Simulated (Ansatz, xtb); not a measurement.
**Relative energy of two structures of GaHNP**

Structure a is a singlet given by its coordinates and structure b is a singlet given by its coordinates. Both are isolated molecules in the gas phase, relaxed with B3LYP/6-31G*.

a (Å):

```json
{"atom": "Ga", "x (Å)": "2.0300", "y (Å)": "0.7725", "z (Å)": "0.2905"}
{"atom": "N", "x (Å)": "0.4993", "y (Å)": "-0.3527", "z (Å)": "0.8622"}
{"atom": "P", "x (Å)": "-0.4097", "y (Å)": "-0.5132", "z (Å)": "-0.4226"}
{"atom": "H", "x (Å)": "0.2945", "y (Å)": "0.2607", "z (Å)": "-1.5050"}
```

Close contacts (Å): Ga1–N2 1.98, Ga1–P3 2.85, N2–P3 1.58, P3–H4 1.51.

b (Å):

```csv
atom,x (Å),y (Å),z (Å)
Ga,-3.1973,-0.4397,-0.0298
N,-1.9966,-0.9257,-1.6746
P,-1.5755,-2.2901,-0.8806
H,-1.6296,-0.7033,-2.6032
```

Close contacts (Å): Ga1–N2 2.09, Ga1–P3 2.60, N2–P3 1.63, N2–H4 1.02.

Energies in hartree; the thermal terms are from B3LYP/6-31G* harmonic frequencies (ideal gas, rigid rotor, one conformer each, 298.15 K, 1 atm) and include the zero-point energy:

|  | a | b |
| --- | --- | --- |
| E, CCSD(T)/def2-TZVPP | −2319.618082 | −2319.622161 |
| zero-point energy | 0.011337 | 0.015258 |
| H(298 K) − E | 0.016425 | 0.020109 |
| G(298 K) − E | −0.016881 | −0.012508 |

Q: Work out ΔE, ΔE₀, ΔH and ΔG for a → b in kJ/mol (1 Eh = 2625.50 kJ/mol) and the equilibrium ratio [b]/[a].

A: 1. ΔE = −2319.622161 − (−2319.618082) = −0.004079 Eh = −10.71 kJ/mol.
2. ΔE₀ = ΔE + ΔZPE = −0.004079 + (+0.003921) Eh = −0.41 kJ/mol.
3. ΔH = ΔE + (+0.003684) Eh = −1.04 kJ/mol.
4. ΔG = ΔE + (+0.004373) Eh = +0.77 kJ/mol, so ΔS = (ΔH − ΔG)/T = −6.1 J/(mol K).
5. kT = 0.9442 mEh, so K = [b]/[a] = exp(−ΔG/kT) = exp(−0.31) ≈ 0.73.

The two are too close for this level to say which is favoured. An error of 4 kJ/mol in ΔG would change K by a factor of 5. Mirror images and further conformers aren't counted.

Other levels gave ΔE = −6.5 (GFN2-xTB); −175.9 (HF/STO-3G, GFN2-xTB geometries); −56.5 (r2SCAN-D4/def2-SVP, GFN2-xTB geometries); −22.3 (B3LYP/6-31G*); −10.6 (HF/def2-TZVPP); −5.6 (MP2/def2-TZVPP) kJ/mol. The correlated steps freeze 15 core orbitals; the filled d shell of Ga is correlated, in a basis made for valence electrons. Programs: Ansatz 0.2.0, xtb 6.7.1.
